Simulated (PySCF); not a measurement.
# Computed records: BGeH5OSi, B3GeH6, B2GeH5O

All values are calculated (PySCF 2.14.0). Calculation on a computer-drawn molecule: optimised geometry and harmonic frequencies of an isolated molecule of the commonest isotopes, restricted reference for singlets and unrestricted otherwise, frozen core in MP2; on germanium a core potential holds 10 electrons, which the energies leave out, and 3d is frozen in MP2 and coupled-cluster steps.

Common to all runs: multiplicity 1; method HF; basis and core potential on germanium cc-pVDZ-PP ECP10MDF.

(1) BGeH5OSi

Start structure:
```xyz
9
BGeH5OSi
B     -2.4923    -3.0428    -1.0177
O     -1.2550    -2.5197    -1.0235
Si     0.1613    -1.9140    -1.2567
Ge     0.4443    -0.3235     0.5098
H     -2.6295    -4.0637    -0.3028
H     -3.4053    -2.5540    -1.4712
H      1.7639    -0.6977     1.1838
H     -0.4043     0.1932     1.6084
H      0.8773     0.9468    -0.2329
```

It was run with charge 0 and basis cc-pV(D+d)Z.

The calculation gives: rotational constants 7.715, 1.596, 1.36 GHz; total energy -684.7915 hartree; convergence status largest gradient component 1.903e-05 hartree/bohr.

Drawn bonds:
```csv
atom,other atom,order
1,2,1
2,3,1
3,4,1
1,5,1
1,6,1
4,7,1
4,8,1
4,9,1
```

Optimised structure:
```xyz
9
BGeH5OSi
B     -2.3408    -3.1030    -0.7697
O     -1.3217    -2.3035    -1.1368
Si    -0.0944    -1.4003    -1.7674
Ge     0.5063    -0.2527     0.3563
H     -2.1017    -4.2158    -0.3863
H     -3.4643    -2.6831    -0.8311
H      0.9041    -1.2843     1.4277
H     -0.7016     0.5316     0.9005
H      1.6744     0.7359     0.2040
```

Modes:
```csv
frequency (cm⁻¹),reduced mass (dalton)
41.67,1.071
71.06,3.739
103.5,3.969
179.5,6.494
214.2,1.026
341.7,5.986
380.6,1.07
489.4,1.352
703.9,6.686
872.3,1.054
957.6,1.019
962.3,1.019
1058,1.323
1132,1.352
1317,1.354
1425,3.941
2175,1.024
2178,1.02
2192,1.016
2670,1.046
2743,1.131
```

(2) B3GeH6

Start structure:
```xyz
10
B3GeH6
B     -1.7514     0.0796    -2.6030
B     -1.2711     0.0573    -1.0647
B     -0.9550    -0.1528     0.3838
Ge    -1.0871     2.0589     0.3658
H     -2.7608    -0.0598    -3.0036
H     -0.9704     0.0584    -3.4865
H     -0.6357    -0.5382     1.4196
H      0.3455     2.3780     0.7838
H     -2.0544     2.3137     1.3974
H     -1.4309     2.9297    -0.8760
```

Settings of this run: charge 1 and basis cc-pVDZ.

The calculation gives: rotational constants 15.04, 1.49, 1.397 GHz; total energy -370.5383 hartree; convergence status largest gradient component 4.48e-05 hartree/bohr.

Drawn bonds:
```csv
atom,other atom,order
1,2,1
2,3,1
3,4,1
1,5,1
1,6,1
3,7,1
4,8,1
4,9,1
4,10,1
```

Optimised structure:
```xyz
10
B3GeH6
B     -1.7882    -0.3680    -3.0162
B     -1.3777    -0.0952    -1.3689
B     -0.9907     0.3120     0.2175
Ge    -0.9679     2.3718     0.7882
H     -2.9347    -0.5275    -3.2945
H     -0.9113    -0.3930    -3.8209
H     -0.7293    -0.5180     1.0309
H      0.4547     2.6113     1.2742
H     -2.0041     2.4641     1.8997
H     -1.3222     3.2672    -0.3933
```

Modes:
```csv
frequency (cm⁻¹),reduced mass (dalton)
40.69,1.109
63.72,4.212
127.5,1.042
221.5,1.99
307.9,5.019
436.3,1.742
450.4,1.032
562.7,2.247
616.2,1.337
645.3,2.789
791.7,1.877
847.2,1.113
886.1,1.127
944,1.035
960.1,1.025
969,1.436
1152,4.42
1229,1.265
2265,1.023
2270,1.012
2273,1.024
2736,1.048
2787,1.092
2850,1.129
```

(3) B2GeH5O

Start structure:
```xyz
9
B2GeH5O
B      1.3786     0.7954     1.5085
B     -0.1789     0.6957     1.3471
Ge    -1.1135     1.1862    -0.5338
O     -0.9038    -0.1837    -1.4881
H      1.9187     1.7331     1.9883
H      2.1390     0.0056     1.1807
H     -0.9422     0.2255     1.9708
H     -1.7938     2.2596    -1.3105
H     -1.2077    -0.3513    -2.4239
```

It was run with charge 1 and basis cc-pVDZ.

Drawn bonds:
```csv
atom,other atom,order
1,2,1
2,3,1
3,4,1
1,5,1
1,6,1
2,7,1
3,8,1
4,9,1
```

**Q.** B2GeH5O (entry 3): rotational constants?
**A.** 10.84, 2.581, 2.285 GHz

**Q.** B2GeH5O (entry 3): total energy?
**A.** -420.2259 hartree

Further results for B2GeH5O (entry 3):

* convergence status largest gradient component: 7.788e-06 hartree/bohr

Optimised structure:
```xyz
9
B2GeH5O
B      1.4735     0.8455     1.5633
B     -0.1715     0.6458     1.2626
Ge    -1.0426     1.0333    -0.5921
O     -0.9838    -0.2843    -1.6817
H      1.8858     1.8993     1.9498
H      2.2216    -0.0700     1.3893
H     -0.9835     0.2729     2.0548
H     -1.7322     2.2630    -1.1560
H     -1.3709    -0.2393    -2.5509
```

Modes:
```csv
frequency (cm⁻¹),reduced mass (dalton)
66.94,2.919
152.3,2.499
175,2.761
316.7,1.27
422.2,1.305
473.6,1.596
479.7,1.679
574.9,1.125
754.1,1.093
794.8,1.258
846.3,7.722
871.2,1.555
925.1,1.178
962.9,2.372
1057,1.552
1234,1.205
2309,1.022
2706,1.051
2766,1.092
2800,1.124
4082,1.068
```
